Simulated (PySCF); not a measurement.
# Working out the ionisation energy of N⁺

N⁺ [He] 2s2 2p2 (3P) → N²⁺ [He] 2s2 2p1 (2P). All numbers are calculated (PySCF 2.14, the spin-free X2C one-electron Hamiltonian (Gaussian nucleus), in x2c-SVPall). Frozen: 1s2. Energies in hartree (1 hartree = 27.21139 eV):

```csv
part,N⁺ (lower),N²⁺ (upper)
UHF,-53.849865,-52.771246
CCSD correlation,-0.075592,-0.075673
(T),-0.000830,-0.000627
```

**Question.** What does Hartree-Fock give?

**Answer.** (-52.771246) − (-53.849865) = 1.078619 hartree = 29.351 eV.

**Question.** What do CCSD and CCSD(T) give?

**Answer.** The CCSD correlation energies differ by -0.000081 hartree = -0.002 eV and the triples by 0.000203 hartree = 0.006 eV, so CCSD gives 29.349 eV and CCSD(T) 29.355 eV.

Reference: 29.601 eV (semi-empirical (NIST evaluation); NIST Atomic Spectra Database, ionization energies), between the lowest levels; spin-orbit coupling is absent from the calculation.

A double-zeta basis recovers only part of the correlation energy.

What remains against the reference includes basis incompleteness, the frozen core and higher excitations.
